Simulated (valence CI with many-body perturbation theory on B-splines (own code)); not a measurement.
## Pr XIX in brief

Computed by relativistic CI+MBPT: five valence electrons over a frozen Dirac-Fock core [Kr], radial functions for each j: 7 s, 7 p, 8 d, 6 f, 4 g, 1 h, with the one-electron correlation potential Σ1, the two-electron term Σ2, the three-electron term Σ3, Breit, model QED; selected CI, second order for the rest, scaled by the run's own slope (own B-spline code, finite nucleus).

No measured levels were compared; by estimate terms of the open shell hold to 2 to 4 % of their energy, and close levels can change places. Among the levels kept, up to 450 cm⁻¹ of a level comes from second order outside the variational space, and about a tenth of that is noise between levels of different J, which matters for small intervals. The list stops below the first excitations out of the core.

Levels are named by their leading jj configuration (3d3/2^4 stands for four electrons in 3d with j = 3/2), which in mixed levels can hold well under half, so a name can repeat and another be missing.

Rates and lifetimes use the calculated energies. Strong lines usually hold to 10 to 20 %, long lifetimes can be off by a factor of two.

Problem. What is the ground level?

Solution. (4d3/2^3 4d5/2^2) J=5/2, composition 71 % 4d5 6S + 21 % 4d5 4P + 3 % 4d5 2D, g = 1.856.

Problem. How well does LS coupling describe the low levels?

Solution. Among the lowest 20 levels the leading LS term, summed over configurations, holds 54 % on average. For single configurations the figures are 53 % in LS and 72 % in jj coupling. Terms mix most in the J = 5/2 level at 35244 cm⁻¹, where the leading one holds 26 %.

Problem. What is the ionisation energy?

Solution. 516.67 eV; NIST lists 516 ± 3 eV (theoretical).
